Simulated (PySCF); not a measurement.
CHN, charge +1, doublet, geometry from GFN2-xTB (a state made from the parent by changing its charge; the spin is typed, not shown lowest). Base run: PySCF with B3LYP/def2-TZVP.

PySCF was given this input:
```python
from pyscf import gto, scf, dft, solvent

mol = gto.M(
    atom='''
C    -0.00000000   -0.00000000   -0.48312722
N     0.00000000    0.00000000    0.64165945
H    -0.00000000   -0.00000000   -1.59285286
''',
    basis='def2-tzvp',
    charge=1,
    spin=1,
    verbose=4,
)

mf = dft.UKS(mol)
mf.xc = 'b3lyp'
mf.kernel()
```

Variants of this job, named by their change:

```
change                                                          ΔE vs base (kJ/mol)
--------------------------------------------------------------  -------------------
base                                                                           0.00
model = IEF-PCM; solvent = chloroform                                        -262.0
model = ddCOSMO; solvent = dichloromethane                                   -278.1
model = IEF-PCM; solvent = dichloromethane; vdw_scale = 1.4                  -254.1
model = C-PCM; solvent = dichloromethane                                     -296.8
model = IEF-PCM; solvent = dichloromethane; lebedev_order = 11               -295.7
model = IEF-PCM; solvent = dichloromethane                                   -296.1
model = IEF-PCM; solvent = dichloromethane; lebedev_order = 41               -296.4
model = IEF-PCM; solvent = dichloromethane; vdw_scale = 1.1                  -324.2
model = IEF-PCM; solvent = dichloromethane; vdw_scale = 1.0                  -360.0
model = IEF-PCM; solvent = dimethylsulfoxide                                 -327.3
model = IEF-PCM; solvent = dichloromethane; r_probe = 0.5                    -234.6
```

The base is the gas phase, so ΔE is the electrostatic part of solvation at a fixed geometry, without cavity and dispersion terms.

Open shells are given as the SCF converged; they aren't shown to be the lowest states, and a large step between rows can be another state.
